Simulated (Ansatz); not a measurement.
`C[NH][GeH]([F])[Cl]` + H₂ → `C[NH][GeH2][F]` + HCl at 400 K and 1 bar (hydrogenolysis of a Ge–Cl bond).

Program: Ansatz. Geometries: PBE0-D4/def2-TZVP. ΔE: electronic, gas phase. CCSD(T)/CBS is the MP2 limit (def2-TZVPP, def2-QZVPP) plus CCSD(T) − MP2 in def2-TZVPP, frozen cores. This one scheme is used for every species. For Ge outer-core shells are correlated without core-valence functions, which leaves a few kJ/mol of doubt a bond. Scalar relativity is left out up to krypton. Each species was taken in one conformer, which may not be the lowest.

| species | CCSD(T)/CBS energy (Eh) | H − E (kJ/mol) | S (J/(mol·K)) |
| --- | --- | --- | --- |
| `C[NH][GeH]([F])[Cl]` | -2731.53480 | 208.4 | 402.7 |
| H₂ | -1.17544 | 38.0 | 139.0 |
| `C[NH][GeH2][F]` | -2272.30685 | 220.5 | 362.1 |
| HCl | -460.38127 | 29.6 | 195.4 |

H − E and S are ideal-gas, rigid-rotor, harmonic terms from PBE0-D4/def2-TZVP, for one conformer and one mirror image of each species. The MP2-based limit puts H₂ 0.8 mEh under its directly extrapolated value; such offsets cancel only in part. 1 Eh = 2625.50 kJ/mol, R = 8.31446 J/(mol·K).

Problem. By hand: ΔE, ΔH, ΔS and ΔG.

Solution. ΔE = (-2272.30685) + (-460.38127) − (-2731.53480) − (-1.17544) = 0.02212 Eh = 58.1 kJ/mol. Δ(H − E) = 220.5 + 29.6 − 208.4 − 38.0 = 3.7, so ΔH = 61.8 kJ/mol. ΔS = 362.1 + 195.4 − 402.7 − 139.0 = 15.8 J/(mol·K). ΔG = 61.8 − 400 × (15.8)/1000 = 55.5 kJ/mol.

Problem. By hand: the equilibrium constant, and the temperature at which ΔG would vanish if ΔH and ΔS stayed fixed.

Solution. log₁₀ K = −ΔG/(RT ln 10) = -7.2. ΔG = 0 at ΔH/ΔS = 3911 K, far beyond where these terms or the molecules hold.

ΔH outweighs TΔS. A doubt of 5 kJ/mol in ΔE shifts log₁₀ K by 0.7 here. Other conformers and mirror images would add mixing entropy, several J/(mol·K) or more a flexible species. Modes under 60 cm⁻¹, often nearly free rotors, make the harmonic entropy too high. These are equilibria of isolated gas molecules and say nothing of rates. Largest T1 diagnostic: 0.011 (customary marks: 0.02 for closed shells, 0.045 for open ones).
